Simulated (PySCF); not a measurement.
A structure optimised at B3LYP-D3(BJ)/def2-SVP, used in a PySCF frequency run:

```
W
O 1 1.7125
O 1 1.8968 2 108.84
H 3 0.9663 1 126.95 2 138.99
N 1 1.9422 2 106.73 3 -119.94
H 5 1.0180 1 125.06 2 -150.09
H 5 1.0185 6 111.31 1 -171.36
S 1 2.1583 2 111.78 5 -117.79
```

Question: Write its SMILES and formula.

Answer: [NH2][W](=[O])([OH])=[S], H₃NO₂SW

Question: What are its rotational constants (standard atomic weights)?

Answer: 3.2066, 2.1678, 1.9962 GHz
